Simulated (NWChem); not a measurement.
Molecule: C2H6O2Si; SMILES O[SiH2]C(C)=O

```xyz
11

C      0.6090    -2.1055     0.0000
C     -0.1544    -0.8015     0.0000
O     -1.3815    -0.7735     0.0000
Si     0.6721     0.9555     0.0000
O     -0.6534     1.9488     0.0000
H      1.2626    -2.1554    -0.8813
H      1.2626    -2.1554     0.8813
H     -0.0793    -2.9556     0.0000
H      1.5225     1.1268    -1.2086
H      1.5225     1.1268     1.2086
H     -1.4528     1.3862     0.0000
```
Atoms are numbered in this order, from 1.

Level: B3LYP/6-31G* (spherical d) (NWChem), optimised geometry, unscaled harmonic frequencies. 

```json
[
 {"frequency (cm⁻¹)": "70", "IR intensity (km/mol)": "0.0"},
 {"frequency (cm⁻¹)": "121", "IR intensity (km/mol)": "0.9"},
 {"frequency (cm⁻¹)": "184", "IR intensity (km/mol)": "13.5"},
 {"frequency (cm⁻¹)": "302", "IR intensity (km/mol)": "9.7"},
 {"frequency (cm⁻¹)": "324", "IR intensity (km/mol)": "1.6"},
 {"frequency (cm⁻¹)": "430", "IR intensity (km/mol)": "22.2"},
 {"frequency (cm⁻¹)": "481", "IR intensity (km/mol)": "116.3"},
 {"frequency (cm⁻¹)": "602", "IR intensity (km/mol)": "17.1"},
 {"frequency (cm⁻¹)": "631", "IR intensity (km/mol)": "37.4"},
 {"frequency (cm⁻¹)": "735", "IR intensity (km/mol)": "7.2"},
 {"frequency (cm⁻¹)": "815", "IR intensity (km/mol)": "68.3"},
 {"frequency (cm⁻¹)": "897", "IR intensity (km/mol)": "110.9"},
 {"frequency (cm⁻¹)": "957", "IR intensity (km/mol)": "12.5"},
 {"frequency (cm⁻¹)": "1005", "IR intensity (km/mol)": "103.0"},
 {"frequency (cm⁻¹)": "1012", "IR intensity (km/mol)": "1.3"},
 {"frequency (cm⁻¹)": "1041", "IR intensity (km/mol)": "399.5"},
 {"frequency (cm⁻¹)": "1191", "IR intensity (km/mol)": "8.8"},
 {"frequency (cm⁻¹)": "1404", "IR intensity (km/mol)": "26.4"},
 {"frequency (cm⁻¹)": "1486", "IR intensity (km/mol)": "17.9"},
 {"frequency (cm⁻¹)": "1493", "IR intensity (km/mol)": "14.7"},
 {"frequency (cm⁻¹)": "1738", "IR intensity (km/mol)": "104.9"},
 {"frequency (cm⁻¹)": "2249", "IR intensity (km/mol)": "181.8"},
 {"frequency (cm⁻¹)": "2250", "IR intensity (km/mol)": "111.0"},
 {"frequency (cm⁻¹)": "3038", "IR intensity (km/mol)": "1.7"},
 {"frequency (cm⁻¹)": "3097", "IR intensity (km/mol)": "6.7"},
 {"frequency (cm⁻¹)": "3148", "IR intensity (km/mol)": "10.3"},
 {"frequency (cm⁻¹)": "3647", "IR intensity (km/mol)": "100.3"}
]
```

zero-point energy: 49.1 kcal/mol
thermal correction to the enthalpy at 298.15 K (with zero-point energy): 54.0 kcal/mol
heat capacity Cv: 23.6 cal/(mol K)
entropy at 298.15 K and 1 atm (symmetry number 1): 81.5 cal/(mol K)
dipole moment: 2.78 D

Rigid rotor and harmonic oscillator; modes under 100 cm⁻¹ make the entropy uncertain.
